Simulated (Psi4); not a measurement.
The Psi4 input:
```
memory 2 GB

molecule mol {
0 1
Sb   -0.001272   -0.000203    0.055059
H    -0.864708   -1.029536   -0.960299
H    -0.429639    1.287814   -0.941691
H     1.767369   -0.322223   -1.194361
}

set {
  basis 3-21g
  reference rks
  scf_type pk
}

energy('pbe0')
print_variables()
```

### Question
What does this run give for the total energy, number of basis functions, dipole moment, nuclear repulsion energy?

### Answer

- total energy = -6290.052536 Ha
- number of basis functions = 39
- dipole moment = 0.83 D
- nuclear repulsion energy = 44.9903 Eh
